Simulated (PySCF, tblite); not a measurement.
Isomers of C8H7S (doublet state), one GFN2-xTB conformer each. Single-point energies are computed at B3LYP/pcH-1 (PySCF, gas phase, no added dispersion term), electronic only. GFN2-xTB treats the open shell by occupation alone, and not every SCF solution was tested for stability.

Question: Rank them by B3LYP/pcH-1 energy, lowest first (kcal/mol).
A. `[CH2:1]=[C:2][c:3]1[cH:4][cH:5][cH:6][c:7]([SH:8])[cH:9]1` (doublet state) with C6–C7–S8–H 180°
B. `[H]/[C:1]=[CH:2]/[c:3]1[cH:4][cH:5][cH:6][c:7]([SH:8])[cH:9]1` (doublet state) with C1–C2–C3–C4 178°, C6–C7–S8–H 180°
C. `[CH2:1]/[CH:2]=[CH:3]\[C:4](=[C:5]=[S:6])[C:7]#[C:8][CH3:9]` (doublet state) with H–C1–C2–C3 0° and 180°, C2–C3–C4–C5 0°

Answer: A (0.0), B (10.3), C (41.0).

As drawn, the lowest has an S–H bond, which the highest lacks. GFN2-xTB itself gives, in the same order: 0.0, 17.8, 41.0. Both levels put the same isomer lowest; measured from each level's own lowest isomer, the values differ by up to 7.5 kcal/mol ([H]/[C]=C/c1cccc(S)c1: 17.8 against 10.3).

What happens when harmonic zero-point energies from GFN2-xTB frequencies are added?

| SMILES | ZPE (kcal/mol) | electronic (kcal/mol) | with ZPE (kcal/mol) |
| --- | --- | --- | --- |
| C=[C]c1cccc(S)c1 | 71.4 | 0.0 | 0.0 |
| [H]/[C]=C/c1cccc(S)c1 | 71.3 | 10.3 | 10.3 |
| [CH2]/C=C\C(=C=S)C#CC | 71.6 | 41.0 | 41.2 |

The zero-point energies span 0.3 kcal/mol. The order is unchanged.
